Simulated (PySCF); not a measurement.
SMILES Cl[Si](Cl)(Cl)[SiH2][SiH2]C(C)C (C₃H₁₁Cl₃Si₃), singlet at its GFN2-xTB optimised geometry (Å):

```
20

C      1.7023    -0.2632     1.1797
C      1.1553    -1.0623     0.0000
C      1.7156    -0.5178    -1.3108
Si    -0.7617    -1.0623     0.0000
Si    -1.5643     1.1255     0.0000
Si    -2.0541     1.9473     2.1234
Cl    -0.3802     2.2324     3.2479
Cl    -3.0707     3.7042     2.1692
Cl    -3.1987     0.6043     3.1519
H      2.7904    -0.3111     1.2051
H      1.4144     0.7846     1.1036
H      1.3258    -0.6514     2.1236
H      1.5043    -2.0951     0.1063
H      1.4117     0.5167    -1.4597
H      2.8044    -0.5524    -1.3068
H      1.3612    -1.1025    -2.1568
H     -1.2041    -1.8267    -1.1767
H     -1.2053    -1.8143     1.1837
H     -2.7904     1.2638    -0.8009
H     -0.6417     2.0951    -0.6166
```

Method: B3LYP/def2-SVP (PySCF 2.14.0). Cells within 0.4 Å of a nucleus heavier than hydrogen are left out (blank, or x).

Map of the HOMO−1 amplitude (bohr^(-3/2)) on the plane z = 0.0 Å; orbital energy -8.20 eV, overall sign arbitrary:

```
|555555555555555555555555555|
|555555555555555555555555555|
|555555555555555555555555555|
|555555555555555555555555555|
|555555555555555555555555555|
|555555556655555555555555555|
|555555566665555555555555555|
|555555666665555555555555555|
|555555667765555555555555555|
|555555566665555555555555555|
|55555556xx55555555555555555|
|555555555x54455556555555555|
|555555555544445556655555555|
|555555555543334456655555555|
|555555555543222357765555555|
|55555566665x3100x9865555555|
|55555666675xx10xxx865555555|
|555556667776421258866555555|
|555556667776544467766555555|
|555556666776555567666555555|
|555555666666655566665555555|
|555555666666655556655555555|
|555555556666555555555555555|
|555555555555555555555555555|
|555555555555555555555555555|
|555555555555555555555555555|
|555555555555555555555555555|
```
Scale: ten equal steps from -0.127 (start of '0') to 0.093 (end of '9'), in the order '0123456789'; x runs from -5.00 to 5.00, y from -5.00 (bottom) to 5.00 (top).
